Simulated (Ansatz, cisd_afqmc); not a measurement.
Species: Si, charge -1, quartet.

Total energies in aug-cc-pV(Q+d)Z, 5 correlated electrons, 5 frozen orbitals. Open shells are spin-unrestricted; no spin-orbit coupling. Cores are frozen in correlated methods. No relativity. AFQMC is phaseless with a CISD trial state; ± is one standard error, without the phaseless bias. Outlying blocks are dropped, and bars are widened where a walk drifts. Over all cases where full CI ran beside it in this data, AFQMC minus full CI had a median of +0.1 mEh and passed +0.4 mEh in a tenth of the cases.

| method | program | energy (Eh) | minus CCSDT(Q) (mEh) |
|---|---|---|---|
| HF | Ansatz | -288.88965 | 101.12 |
| MP2 | Ansatz | -288.97043 | 20.34 |
| CCSD | Ansatz | -288.98428 | 6.49 |
| CCSD(T) | Ansatz | -288.98961 | 1.16 |
| CCSDT(Q) | Ansatz | -288.99077 | 0.00 |
| AFQMC/CISD | cisd_afqmc | -288.9904 ± 0.0002 | 0.4 ± 0.2 |

Ansatz is a program for electronic structure.
